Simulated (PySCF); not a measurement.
**Electron correlation in Ar¹⁶⁺ (argon, charge +16)**

1s2, closed-shell 1S. All numbers are calculated (PySCF 2.14, the non-relativistic Hamiltonian (point nucleus), in an uncontracted even-tempered set (15 s from 12 bohr⁻², ratio 2.2; 7 p from 19 bohr⁻², ratio 2.4; 4 d from 56 bohr⁻², ratio 2.4; 3 f from 85 bohr⁻², ratio 2.4; 3 g from 130 bohr⁻², ratio 2.4)). Frozen: nothing; 2 electrons correlated; the 11 highest virtual orbitals of each spin left out.

With two correlated electrons CCSD is exact within the correlated space (frozen core and kept virtual orbitals).

```csv
level,correlation energy (mhartree)
CCSD,-45.46
```

Diagnostics: T1 = 7.0e-06, D1 = 0.0000, largest double amplitude 0.002.

Cost of the coupled-cluster step: about 2.1 core-seconds, for 2 correlated electrons.
